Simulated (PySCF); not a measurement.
C2H8AlNO (SMILES C[N](C)[AlH][OH]), singlet, geometry from GFN2-xTB (such geometries of metal compounds can be far from the true shape). Base run: DF-B3LYP/STO-3G (PySCF).

Input for PySCF:
```python
from pyscf import gto, scf, dft

mol = gto.Mole()
mol.atom = '''
    Al    0.43123791   -0.88994502    0.43185892
    H     0.13973124   -1.48946914    1.79054644
    O     1.52327931   -1.65374815   -0.52193379
    H     2.15517625   -2.09972623   -1.06832075
    N    -0.46641910    0.61592276    0.00925779
    C    -0.39634520    1.40464196   -1.20319236
    C    -1.39831753    1.15627105    0.97633592
    H    -1.37304566    1.45615585   -1.70141772
    H    -0.07106791    2.43143590   -0.99173348
    H     0.31929610    0.94594500   -1.88573684
    H    -1.11512297    2.17095045    1.28274336
    H    -2.41774357    1.19518885    0.57270872
    H    -1.39664077    0.51185247    1.85884879
'''
mol.basis = 'sto-3g'
mol.verbose = 4
mol.max_memory = 1800
mol.build()

mf = dft.RKS(mol)
mf.xc = 'b3lyp'
mf = mf.density_fit(auxbasis='def2-universal-jkfit')
mf.kernel()
```

The job was repeated with other settings on one machine. Differences are taken from the largest basis of the Pople family in the series, which isn't the basis-set limit (6-311+G(2d,p): -5.962 eV). The cheapest run took roughly 8 core-seconds.

```tsv
setting	basis functions	cost, times the cheapest (rough)	difference in HOMO energy (eV)
STO-3G	37	1	3.723
6-31G	65	2	0.333
6-31G*	90	2	0.297
6-31G**	114	3	0.301
6-311G**	146	3	0.148
6-311+G(2d,p)	191	5	reference
```

Times come from a shared machine, hold the start-up and are rough.
